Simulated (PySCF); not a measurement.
**TDDFT excited states: AsOP3Se2**

AsP3SeSeO nortricyclane, AsOP3Se2.
Bonds: As1–Se2, As1–Se5, As1–O7, Se2–P3, P3–P4, P3–P6, P4–Se5, P4–P6, P6–O7.

Method: TDDFT wB97X-D/def2-SVPD, vertical, gas phase, core orbitals frozen in the response (PySCF 2.14.0, density-fitted response routines). The structure is a single PBE0-D3(BJ)/def2-SVP conformer in the gas phase; no vibrational or solvent corrections. The wB97X-D/def2-SVPD calculation is non-relativistic and has no spin–orbit coupling, an omission that weighs most on arsenic and selenium.

```
state  E (eV)  ν̃ (cm⁻¹)       f  |μ| (D)  symmetry  main configurations (H = HOMO, L = LUMO)
   S1    3.61      29150  0.0041     0.55        A′                                 H→L (96%)
   S2    3.70      29870  0.0004     0.17         –                               H-1→L (96%)
   S3    4.38      35300  0.0006     0.19         –                  H-2→L (63%), H→L+2 (15%)
   S4    4.50      36280  0.0006     0.19         –                H→L+1 (68%), H-1→L+2 (16%)
   S5    4.57      36870  0.0024     0.37        A″   H-1→L+1 (50%), H-2→L (22%), H→L+2 (21%)
   S6    4.79      38640  0.0004     0.14         –                  H-3→L (69%), H→L+1 (14%)
   S7    4.83      38990  0.0014     0.27         –                H→L+2 (53%), H-1→L+1 (31%)
   S8    4.84      39070  0.0027     0.38        A′   H-1→L+2 (52%), H-3→L (18%), H→L+1 (11%)
   S9    5.02      40510  0.0003     0.13         –   H→L+3 (53%), H-1→L+2 (17%), H-4→L (15%)
  S10    5.12      41270   0.014     0.85        A′                H-1→L+4 (70%), H→L+3 (11%)
```

Triplets (Tamm–Dancoff): T1 3.31 eV, H→L (94%); T2 3.38 eV, H-1→L (93%); T3 3.99 eV, H-2→L (62%), H-1→L+1 (18%); T4 4.16 eV, H→L+1 (65%), H-1→L+2 (16%).

The lowest singlet lies at 3.61 eV (343 nm, ultraviolet) and is very weak; its leading configuration is HOMO→LUMO (96%). The strongest level in the table is S10 at 5.12 eV (242 nm, f = 0.014). It is the last of those listed, so stronger ones may follow. S7/S8 lie within about 0.01 eV of each other. Löwdin shares by element: HOMO phosphorus 55%, selenium 18% or more (atoms not listed hold the other 26%); LUMO selenium 42%, phosphorus 38% or more (atoms not listed hold the other 20%). Of the 10 states listed, 1 reaches f = 0.01 and 3 stay under 0.0005. The listed states span 1.50 eV, and the widest gap between neighbours is 0.67 eV (S2 to S3). Weighted by f, the mean energy of these states is 4.74 eV. No computed singlet lies in the visible range (380 to 750 nm); the lowest, at 343 nm, stands 0.35 eV above its violet end (3.26 eV). Symmetry labels in Cs follow from the direction of the transition dipole and are given only for states with f of 0.002 or more. The window holds the lowest 10 singlets.
